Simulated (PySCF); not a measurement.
## Calculated data, H3NOSi2

All values are calculated (PySCF 2.14.0). Calculation on a computer-drawn molecule: optimised geometry and harmonic frequencies of an isolated molecule of the commonest isotopes, restricted reference for singlets and unrestricted otherwise, frozen core in MP2.

H3NOSi2

Start structure:
```xyz
7
H3NOSi2
N     -0.4095    -1.7924     0.4632
Si    -0.6820    -0.5103     1.5483
Si     0.4532     1.0980     0.1020
O      0.6535     2.5645     0.3701
H     -0.7331    -2.7211     0.6676
H      0.0626    -1.7676    -0.4235
H      0.9723     0.4752    -1.1602
```

Here we set charge 0, multiplicity 1, method MP2 and basis cc-pV(D+d)Z.

It finds rotational constants 13.77, 2.286, 1.96 GHz; total energy -709.4484 hartree; convergence status largest gradient component 4.413e-05 hartree/bohr.

Drawn bonds:
```csv
atom,other atom,order
1,2,1
2,3,1
3,4,2
1,5,1
1,6,1
3,7,1
```

Optimised structure:
```xyz
7
H3NOSi2
N     -0.3859    -1.7311     0.4454
Si    -0.7212    -0.5182     1.6193
Si     0.4157     1.0497     0.1519
O      0.6954     2.5695     0.2927
H     -0.6804    -2.6997     0.5768
H      0.1092    -1.6146    -0.4442
H      0.8842     0.2908    -1.0745
```

Modes:
```csv
frequency (cm⁻¹),reduced mass (dalton)
81.18,4.999
151.5,5.041
250.9,8.544
434.9,8.422
453.8,1.235
610.7,1.065
643,1.225
814.9,1.314
849.3,1.66
875.6,1.958
1127,17.49
1573,1.115
2084,1.044
3503,1.054
3635,1.093
```
